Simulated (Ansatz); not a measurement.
`[SiH3]S[SiH2]Cl` + H₂S → `[SiH3]S[SiH2]S` + HCl  (ligand exchange at the Si–Cl bond)

Calculated with Ansatz (gas phase, PBE0-D4/def2-TZVP geometries, no zero-point term in ΔE). CBS: MP2 limit from def2 TZ/QZ plus the TZ coupled-cluster correction, frozen cores. This one scheme is used for every species. Functionals use def2-TZVPP. B3LYP here is the variant with VWN-RPA as its local correlation; programs differ in this. One conformer a species, not always the lowest.

`[SiH3]S[SiH2]Cl`:

```xyz
9

Si    0.066   -0.754   -1.428
S    -1.486   -0.097   -0.098
Si   -0.251    0.652    1.451
Cl    1.002    2.139    0.785
H     1.208   -1.279   -0.637
H    -0.529   -1.828   -2.258
H     0.526    0.357   -2.294
H     0.618   -0.410    2.004
H    -1.153    1.220    2.476
```

H₂S:

Z-matrix (Å, degrees):
```
S
H 1 1.341
H 1 1.341 2 92.3
```

`[SiH3]S[SiH2]S`:

Cartesian coordinates in Å:
```
Si -1.663 -0.358 0.307
S -0.764 1.561 0.027
Si 1.266 0.909 -0.073
S 1.656 -0.615 -1.519
H -2.954 -0.132 1.000
H -1.899 -1.042 -0.988
H -0.778 -1.209 1.148
H 2.040 2.100 -0.489
H 1.700 0.407 1.252
H 1.396 -1.620 -0.666
```

HCl:

```xyz
2

Cl    0.601   -0.218    0.017
H    -0.601    0.218   -0.017
```

Task: Is it downhill or uphill in electronic energy at CCSD(T)/CBS, and by how much? (Estimate.)

Result: Computed: Uphill: ΔE = +38.7 kJ/mol.

Task: What do these levels give: PBE-D4, PBE0-D4, B2PLYP, B3LYP, HF/CBS(def2), CCSD/CBS(def2)? (Best estimate.)

Result: Computed: PBE-D4 33.2, PBE0-D4 35.2, B2PLYP 42.1, B3LYP 43.6, HF/CBS(def2) 52.1, CCSD/CBS(def2) 40.9 kJ/mol.

Largest T1 diagnostic among the species: 0.012.

In def2-TZVPP, CCSD(T) changes the Hartree–Fock value by −13.6 kJ/mol (the triples alone add −2.2 kJ/mol) and MP2 by −13.2 kJ/mol. The D4 term adds −4.0 kJ/mol with B3LYP and −2.3 kJ/mol with PBE0; it sums over pairs of atoms, weighted by their polarisabilities, and B3LYP, whose exchange is more repulsive, gets the larger term.
